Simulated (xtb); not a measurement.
Br₂Ge (SMILES [Br][Ge][Br]), singlet, at a GFN2-xTB geometry, atoms displaced at random by about 0.1 Å a coordinate. Base run: GFN1-xTB run with xtb.

Here is a job for xtb.
```
$ xtb mol.xyz --gfn 1 --opt --json

# file mol.xyz
3

Ge    -0.07159637    -0.04389583     0.90480726
Br     0.85258143    -1.46657055    -0.46564248
Br    -0.92809706     1.47266063    -0.54076291
```

Variants of this job, named by their change:

```tsv
change	ΔE vs base (kcal/mol)	optimiser steps
base	0.000	8
opt level = lax	0.006	6
engine = inertial	0.006	-
opt level = extreme	0.000	10
engine = lbfgs	0.000	-
opt level = sloppy	0.006	6
alpb = water	-0.94	8
opt level = vtight	0.000	10
opt level = crude	0.006	6
alpb = acetone	-6.18	8
```
